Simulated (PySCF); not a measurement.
C4H3BCl2S.
SMILES: `ClB(Cl)c1ccsc1`

All values: CAM-B3LYP/def2-SVPD (PySCF, non-relativistic), on one gas-phase PBE0-D3(BJ)/def2-SVP geometry that isn't relaxed in the solvent. The solvent is an IEF-PCM continuum (van der Waals radii × 1.2), and excitations are vertical TDDFT with non-equilibrium linear response and a frozen core. Only the electrostatic response of the medium enters.

```csv
run,E − E(gas) (kcal/mol),HOMO (eV),HOMO–LUMO gap (eV),dipole (D),lowest singlet (eV),static polarisability (au)
gas,0.00,-8.69,7.71,2.18,4.89,105.2
P,-1.10,-8.59,7.66,2.44,4.81,119.9
Q,-2.02,-8.54,7.63,2.67,4.78,133.9
```

**Question.** The runs were made in chloroform and cyclohexane. Which run belongs to which solvent?

**Answer.** P = cyclohexane, Q = chloroform. The dielectric constants are 2.017 (cyclohexane), 4.711 (chloroform), and the energy falls further as ε rises. The optical constants n² used for the excitations are 2.04, 2.09 in the same order. In this model the ground state sees the solvent through ε alone.

**Question.** How constant is the ratio of the lowering to (ε − 1)/(2ε + 1)?

**Answer.** 
| solvent | (ε − 1)/(2ε + 1) | E − E(gas) (kcal/mol) | ratio (kcal/mol) | polarisation term (kcal/mol) |
| --- | --- | --- | --- | --- |
| cyclohexane | 0.202 | -1.10 | -5.4 | -1.17 |
| chloroform | 0.356 | -2.02 | -5.7 | -2.23 |

The ratio changes by +4.4 % in size from cyclohexane to chloroform. The polarisation term is half the interaction of the solute with the induced surface charges.

Time: 71 s wall; peak memory 1.0 GiB. Hardware: Arm Neoverse N1, one thread, shared host with 64 logical CPUs at a one-minute load of 60. This is the whole response run at CAM-B3LYP/def2-SVPD in chloroform, SCF included.

Conformer computed: `[Cl:1][B:2]([Cl:3])[c:4]1[cH:5][cH:6][s:7][cH:8]1`: Cl1–B2–C4–C5 -1°.
